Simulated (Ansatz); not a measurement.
Breaking the Si3–H4 bond in GeH4Si (SMILES [SiH3][GeH]) (multiplicity 1 held, fragments rigid). Energies count from the point at 1.489 Å.
Geometry at that point (charge 0, multiplicity 1):
```xyz
6

Ge     0.02686     0.67889     0.55006
H     -0.44428     1.55317    -0.70383
Si    -0.02125    -1.29644    -0.93386
H      0.90832    -1.08769    -2.07782
H     -1.39241    -1.47710    -1.48487
H      0.36638    -2.56249    -0.26127
```

U- levels take the lowest unrestricted solution at each point, which mixes spins at long bonds. Active spaces are followed from a long bond inwards. Curves can end on different states.

Frozen-core correlation. Filled d and f shells under p-block atoms count as core.

Codes used: Ansatz (a quantum-chemistry and plane-wave program). 

Question: Estimate the energy at R = 4.764 Å that U-MP2/def2-SVP returns for this input.

Answer: 78.8 kcal/mol

Question: Estimate the energy at R = 4.764 Å that FIC-MRCISD+Q on CASSCF(2,2)/def2-SVP returns for this input.

Answer: 83.3 kcal/mol

Doubts at one or more of the structures used: a spin-contaminated determinant (U-MP2/def2-SVP).
